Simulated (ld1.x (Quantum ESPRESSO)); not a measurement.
**Before and after: TM potential for antimony**

ld1.x (Quantum ESPRESSO) 7.5 input, shortened:

```
&input
   title='Sb', zed=51., rel=2, dft='PBESOL', iswitch=3,
   config='[Kr] 4d10 5s2 5p3', rel_dist='average'
 /
 &inputp
   pseudotype=2, tm=.true., lloc=-2, rcloc=1.85,
   nlcc=.true., rcore=0.90
 /
2
5S  1  0   2.00   0.00  1.95  1.95  0.0
5P  2  1   3.00   0.00  1.85  1.85  0.0
 &test
   configts(1)='5s2 5p3'
 /
```

Open shells are filled in proportion to 2j + 1 (rel_dist='average').

Change: wave 5p (bound): rc 1.85 bohr becomes 5p (bound): rc 2.74 bohr.

Cutoffs: the cutoffs (Ry, on a coarse ladder) from which the occupation-weighted sum of valence levels, in a spherical-Bessel basis at the reference potential, stays within 10 and 1 mRy of its value at 400 Ry; they do not see the model core or the augmentation charge, which bear on the density cutoff. Errors are all-electron minus pseudo energies relative to the spin-unpolarised reference configuration.

Task: Predict the effect on cutoff, ghosts and configuration errors.

Result: The potential gets softer (30 Ry and 55 Ry → 21 Ry and 35 Ry); of the 7 tests that both files solve, the error grows in 3 and shrinks in 1 by more than 15 % and 0.3 meV (median size 7.9 → 5.0 meV); neither file shows a bound ghost. A larger radius leaves more room for a smooth pseudo-wave, so fewer plane waves are needed.

| quantity | base | changed |
| --- | --- | --- |
| cutoff, loose | 30 Ry | 21 Ry |
| cutoff, tight | 55 Ry | 35 Ry |
| loose cutoff by channel (10 mRy a level) | s 12 Ry, p 10 Ry | s 12 Ry, p 6 Ry |
| bound ghosts | none | none |
| error for 5s2 5p2, meV [ΔE 8.36 eV] | -1.5 | -2.1 |
| error for 5s2 5p1, meV [ΔE 24.39 eV] | -23 | -28 |
| error for 5s2 5p0, meV [ΔE 48.86 eV] | -121 | -146 |
| error for 5s2 5p3.3, meV [ΔE -1.17 eV] | 0.0 | +0.1 |
| error for 5s1 5p4, meV [ΔE 8.12 eV] | -7.9 | -5.0 |
| error for 5s2 5p2.5, meV [ΔE 3.28 eV] | 0.0 | -0.1 |
| error for 5s1 5p0, meV [ΔE 93.19 eV] | -472 | -520 |
